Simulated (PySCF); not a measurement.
## Simulated characterisation data

Level of theory: geometry from GFN2-xTB, PBE0/pcSseg-1 with gauge-including orbitals, in PySCF (one computed conformer, gas phase, fast rotation and ring inversion assumed for equivalent nuclei, non-relativistic).

Referencing at the same level of theory: 1H (σref 31.72), 13C (σref 186.93) vs TMS. Where no couplings were computed, multiplicities follow the n + 1 count of equivalent neighbours, and m marks all less simple cases (inequivalent or close neighbours, rings, F or P nearby). Shifts are as computed. Against solution values, carbons near 30 ppm lie about +3 ppm off and those near 130 ppm about +5 ppm. Of 1211 compounds with measured shifts, 218 miss one by over three times the rms of a fit or turn the order of signals round; such compounds aren't used in these exercises. OH and NH positions are gas-phase values without hydrogen bonding to other molecules.

Compound 1 (CH9ClO2Si3). 1H NMR (600 MHz, computed): δ 5.13 (d, 1H), 4.83 (d, 1H), 3.49 (s, 3H), 2.44 (br s, 1H), 0.61 (s, 3H). 13C{1H} NMR (computed): δ 11.2. Structure: SMILES O([Si@@](C)([SiH3])Cl)[SiH2]O.

Compound 2 (CH9ClO2Si3). 1H NMR (600 MHz, computed): δ 5.47 (s, 2H), 4.97 (s, 2H), 4.00 (m, 3H), 3.93 (m, 2H). 13C{1H} NMR (computed): δ 49.8 (CH2). Structure: `[SiH3]CO[SiH2]O[SiH2]Cl`.
